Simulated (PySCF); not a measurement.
F₂V, neutral, multiplicity 4. Atoms are numbered in the order given.

```xyz
3

V      0.0000     0.0000    -0.0035
F      0.0000    -1.7795     0.0044
F      0.0000     1.7795     0.0044
```
Charge 0, spin multiplicity 4.

Coordinates come from a B3LYP-D3(BJ)/def2-TZVP optimisation. The multiplicity is an assumed one; other spin states were not compared.

Computed with r2SCAN/def2-TZVPD (PySCF).

Mulliken values depend strongly on the basis, most of all with diffuse functions as here. ESP charges are fitted to the potential on shells at 1.4 to 2.0 van der Waals radii. Atomic charges (e):

```tsv
atom	meta-Löwdin	ESP fit	Mulliken	Mulliken spin
V1	1.08	0.73	1.37	3.06
F2	-0.54	-0.36	-0.68	-0.03
F3	-0.54	-0.36	-0.68	-0.03
```
